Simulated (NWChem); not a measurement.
A series in which one site is exchanged, each optimised at PBE0/def2-SVP with NWChem, gas phase unless a solvent is named. Some are not confirmed as minima by frequencies. def2 effective core potentials on I; no spin-orbit coupling.

A: IB(I)I (BI3; site = I)
B: IBI (BHI2; site = H)
C: ClB(I)I (BI₂Cl; site = Cl)
D: IB(F)I (BI$_{2}$F; site = F)

Question: Rank them by static polarisability, CAM-B3LYP/def2-SVPD (bohr³), lowest first.

Answer: D (83.2), B (85.1), C (97.3), A (119.5)
